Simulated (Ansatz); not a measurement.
```yaml
crystal:
  periodic: [false, false, false]
  atoms:
    - {symbol: C, position_ang: [-1.139805, 1.652525, -2.170406]}
    - {symbol: N, position_ang: [-0.991075, 0.464807, -1.365838]}
    - {symbol: C, position_ang: [-0.871566, -0.746493, -2.138040]}
    - {symbol: Ge, position_ang: [-0.151894, 0.533171, 0.248560]}
    - {symbol: O, position_ang: [-0.418283, 2.223449, 0.747457]}
    - {symbol: N, position_ang: [1.653951, 0.247210, 0.360730]}
    - {symbol: C, position_ang: [2.175403, -1.076136, 0.119463]}
    - {symbol: C, position_ang: [2.554136, 1.291911, -0.063917]}
    - {symbol: N, position_ang: [-0.897555, -0.760198, 1.282641]}
    - {symbol: C, position_ang: [-2.305264, -1.054095, 1.185427]}
    - {symbol: C, position_ang: [-0.315443, -1.126404, 2.548411]}
    - {symbol: H, position_ang: [-2.054122, 1.585559, -2.774385]}
    - {symbol: H, position_ang: [-1.219561, 2.534236, -1.534949]}
    - {symbol: H, position_ang: [-0.299300, 1.804237, -2.866783]}
    - {symbol: H, position_ang: [-1.767374, -0.896221, -2.754791]}
    - {symbol: H, position_ang: [-0.004523, -0.740752, -2.818324]}
    - {symbol: H, position_ang: [-0.776828, -1.614016, -1.480048]}
    - {symbol: H, position_ang: [-0.120377, 2.379081, 1.646013]}
    - {symbol: H, position_ang: [1.448900, -1.835417, 0.414983]}
    - {symbol: H, position_ang: [2.431142, -1.246148, -0.938759]}
    - {symbol: H, position_ang: [3.090061, -1.240894, 0.704376]}
    - {symbol: H, position_ang: [3.488792, 1.248136, 0.510439]}
    - {symbol: H, position_ang: [2.823443, 1.214662, -1.129711]}
    - {symbol: H, position_ang: [2.105299, 2.273023, 0.098931]}
    - {symbol: H, position_ang: [-2.480900, -2.135413, 1.264072]}
    - {symbol: H, position_ang: [-2.888760, -0.568275, 1.982458]}
    - {symbol: H, position_ang: [-2.697191, -0.713921, 0.225928]}
    - {symbol: H, position_ang: [-0.372587, -2.212248, 2.704637]}
    - {symbol: H, position_ang: [0.735915, -0.836034, 2.584994]}
    - {symbol: H, position_ang: [-0.830233, -0.649945, 3.397629]}
basis:
  gaussian: {orbitals: def2-mTZVPP, final_grid: {core_spheres: 1, valence_spheres: 1, degree: 1}}
hamiltonian: {xc: {name: r2SCAN}}
output: {forces: true}
```

```sh
$ ansatz run in.yaml --threads 11 --pin off --events-out ev --progress --plain --max-ram 166912MiB --backend cuda --devices 0, --max-vram 75GiB
```

Output, abridged:

```
Functional definition: r2SCAN
3162 factors; their error is unknown
mean field evaluation 1: about -69532.6431 eV, gradient 1.3e2 eV
mean field evaluation 2: about -69483.5507 eV, gradient 2.0e2 eV
mean field evaluation 4: about -69564.6286 eV, gradient 1.1e1 eV
mean field evaluation 16: about -69837.6976 eV, gradient 2.3e2 eV
mean field evaluation 32: about -70031.7100 eV, gradient 6.4e0 eV
mean field evaluation 96: about -70032.2308 eV, gradient 2.6e0 eV
mean field evaluation 160: about -70024.0732 eV, gradient 5.1e1 eV
mean field evaluation 192: about -70031.9908 eV, gradient 1.3e1 eV
mean field evaluation 256: about -70032.2937 eV, gradient 3.2e0 eV
mean field evaluation 288: about -70016.4829 eV, gradient 7.5e1 eV
mean field evaluation 320: about -70030.4217 eV, gradient 3.7e1 eV
mean field evaluation 352: about -70019.5270 eV, gradient 7.7e1 eV
a density is far from that of the atoms, so the factors are made again for it
4143 factors; integrals over basis functions are off by at most 9.6e-4 eV
mean field evaluation 384: about -70026.9173 eV, gradient 8.1e0 eV
mean field -70032.31572792 eV, -2573.6401333926 hartree, gradient 1.2e-5 eV, S^2 0.000000; 0 other end points of the search recorded, 0 dependent functions left out
reference -70032.31581816 eV, -2573.6401367089 hartree; 58, 58 occupied and 283, 283 virtual orbitals, 4143 factors
Total energy: -70032.31581816 eV, -2573.6401367089 hartree
Atom 0 at    -1.139805     1.652525    -2.170406 Å, force   -38.835988   -26.632715    67.868517 eV/Å
Atom 1 at    -0.991075     0.464807    -1.365838 Å, force  -136.990831  -134.850544  -126.974646 eV/Å
Atom 2 at    -0.871566    -0.746493    -2.138040 Å, force    -1.838336   128.867729    54.501667 eV/Å
Atom 3 at    -0.151894     0.533171     0.248560 Å, force   234.368586   -38.725790   -67.735800 eV/Å
Atom 4 at    -0.418283     2.223449     0.747457 Å, force    59.815164   -69.169905   -75.446254 eV/Å
Atom 5 at     1.653951     0.247210     0.360730 Å, force   106.215370   126.544550    64.297382 eV/Å
Atom 6 at     2.175403    -1.076136     0.119463 Å, force   -65.855575    42.687695   -68.202531 eV/Å
Atom 7 at     2.554136     1.291911    -0.063917 Å, force     8.325453   -48.106545    -7.190764 eV/Å
Atom 8 at    -0.897555    -0.760198     1.282641 Å, force   -82.260329   -48.857564    76.131088 eV/Å
Atom 9 at    -2.305264    -1.054095     1.185427 Å, force    94.812521    22.176600   -17.895797 eV/Å
Atom 10 at    -0.315443    -1.126404     2.548411 Å, force   -51.336612    26.171407   -39.906371 eV/Å
Atom 11 at    -2.054122     1.585559    -2.774385 Å, force    -7.404704    -9.617147     9.899941 eV/Å
Atom 12 at    -1.219561     2.534236    -1.534949 Å, force     0.363484    -8.287852     5.318065 eV/Å
Atom 13 at    -0.299300     1.804237    -2.866783 Å, force    -3.690290    -1.131213    -9.711404 eV/Å
Atom 14 at    -1.767374    -0.896221    -2.754791 Å, force   -30.164973    18.129080    12.315574 eV/Å
Atom 15 at    -0.004523    -0.740752    -2.818324 Å, force    15.995938    -8.582305     8.019046 eV/Å
Atom 16 at    -0.776828    -1.614016    -1.480048 Å, force    13.628860    25.916394    50.035857 eV/Å
Atom 17 at    -0.120377     2.379081     1.646013 Å, force   -47.568022   -14.968226    23.459791 eV/Å
Atom 18 at     1.448900    -1.835417     0.414983 Å, force   -11.718258    -3.934573    31.392967 eV/Å
Atom 19 at     2.431142    -1.246148    -0.938759 Å, force    -8.205953     3.174473     2.840787 eV/Å
Atom 20 at     3.090061    -1.240894     0.704376 Å, force   -12.315231    -2.585547    -1.324445 eV/Å
Atom 21 at     3.488792     1.248136     0.510439 Å, force    -5.026089     1.837737    -2.207113 eV/Å
Atom 22 at     2.823443     1.214662    -1.129711 Å, force    -3.632861     1.946586     9.112318 eV/Å
Atom 23 at     2.105299     2.273023     0.098931 Å, force   -35.584437   -14.902912    36.425051 eV/Å
Atom 24 at    -2.480900    -2.135413     1.264072 Å, force     1.008219     0.944848   -19.052959 eV/Å
Atom 25 at    -2.888760    -0.568275     1.982458 Å, force     4.814231    10.204811   -12.075466 eV/Å
Atom 26 at    -2.697191    -0.713921     0.225928 Å, force    21.746214    28.329822   -25.970408 eV/Å
Atom 27 at    -0.372587    -2.212248     2.704637 Å, force     1.476018     3.654617    -8.658115 eV/Å
Atom 28 at     0.735915    -0.836034     2.584994 Å, force   -22.808798   -20.543033    40.177561 eV/Å
Atom 29 at    -0.830233    -0.649945     3.397629 Å, force     2.667228    10.309523    -9.443541 eV/Å
Dipole moment:     2.103627    -2.978081    -1.333457 e Å
```

(1) What is wrong with this run?

Results:

(1) The integration grid is far too coarse. The run converged. The result belongs to that input, not to the molecule as meant.
